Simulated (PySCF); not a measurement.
# `InChI=1S/C6H12O2/c1-4-2-6(8)5(4)3-7/h4-8H,2-3H2,1H3/t4-,5+,6+/m0/s1`

Geometry (Å), atoms numbered from 1 in this order:
```xyz
20

C    -1.785   -1.199    0.847
C    -1.003   -0.428   -0.199
C    -1.271    1.086   -0.303
C     0.242    1.334   -0.362
O     0.691    2.362    0.477
C     0.476   -0.120    0.113
C     1.551   -0.920   -0.608
O     2.845   -0.410   -0.371
H    -1.430   -2.225    0.910
H    -1.678   -0.733    1.824
H    -2.842   -1.215    0.588
H    -1.099   -0.916   -1.171
H    -1.685    1.496    0.615
H    -1.853    1.430   -1.153
H     0.603    1.483   -1.388
H     1.651    2.412    0.413
H     0.658   -0.131    1.192
H     1.408   -0.856   -1.690
H     1.490   -1.978   -0.312
H     3.026   -0.459    0.575
```

Method used: TDDFT B3LYP/def2-SVPD circular dichroism and optical rotation, one conformer, gas phase in PySCF. Geometry: GFN2-xTB.

The molecule is flexible and this is one conformer; a measurement averages over conformers. States above about 7.2 eV (minus the energy of the highest occupied orbital) lie near or above the ionisation threshold and depend on the basis.

Draw the ECD and absorption spectra from the lowest 12 states, each a Gaussian of half-width 0.25 eV at 1/e height.


| E (eV) | λ (nm) | Δε (L mol⁻¹ cm⁻¹) | ε (L mol⁻¹ cm⁻¹) |
| --- | --- | --- | --- |
| 5.81 | 213 | 0.00 | 8.69 |
| 5.91 | 210 | +0.01 | 36.7 |
| 6.01 | 206 | +0.03 | 113 |
| 6.11 | 203 | +0.07 | 254 |
| 6.21 | 200 | +0.14 | 422 |
| 6.31 | 196 | +0.25 | 538 |
| 6.41 | 193 | +0.41 | 575 |
| 6.51 | 190 | +0.57 | 611 |
| 6.61 | 188 | +0.68 | 744 |
| 6.71 | 185 | +0.91 | 995 |
| 6.81 | 182 | +1.82 | 1270 |
| 6.91 | 179 | +3.59 | 1420 |
| 7.01 | 177 | +5.58 | 1460 |
| 7.11 | 174 | +7.18 | 1660 |
| 7.21 | 172 | +8.29 | 2300 |
| 7.31 | 170 | +8.41 | 3090 |
| 7.41 | 167 | +6.49 | 3410 |
| 7.51 | 165 | +2.62 | 3060 |
| 7.61 | 163 | -1.10 | 2550 |
| 7.71 | 161 | -1.98 | 2420 |
| 7.81 | 159 | 0.00 | 2580 |
| 7.91 | 157 | +1.00 | 2600 |
| 8.01 | 155 | -2.17 | 2240 |

Δε uses R in velocity form, ε uses f in length form. Only the states computed contribute, so the short-wavelength end is incomplete.
